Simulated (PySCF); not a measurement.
PySCF input for BBr2, SMILES [B+](Br)Br, charge +1, PBE0/pcSseg-2. Geometry optimised at TPSSh-D3(BJ)/def2-TZVP.

```python
import numpy as np
from pyscf import gto, scf, dft
from pyscf.prop.nmr import rks as nmr

mol = gto.M(
    atom='''
    B     0.00000000    0.00000000    0.00000000
    Br    0.00000000    0.00000000   -1.76503675
    Br    0.00000000    0.00000000    1.76503675
    ''',
    basis='pcSseg-2',
    charge=1,
    spin=0,
    max_memory=1600,
    verbose=3,
)
mf = dft.RKS(mol, xc='pbe0').density_fit(auxbasis='def2-universal-jkfit')
mf.grids.level = 3
mf.conv_tol = 1e-10
mf.max_cycle = 100
mf.kernel()
n = nmr.NMR(mf)
n.verbose = 2
n.max_cycle_cphf = 60
sigma = n.kernel()
print('atom   isotropic/ppm   span/ppm')
for i, s in enumerate(sigma):
    w = np.linalg.eigvalsh((s + s.T) / 2)
    print(f'{mol.atom_symbol(i):2s}{i + 1:3d} {w.mean():14.3f} {w[2] - w[0]:11.3f}')
```

Program output:

```
converged SCF energy = -5172.35580009589
atom   isotropic/ppm   span/ppm
B   1         38.711     286.578
Br  2       2145.532    1472.635
Br  3       2145.532    1472.635
```

Self-consistency was reached.

Cost: around 17 core-seconds (rough).
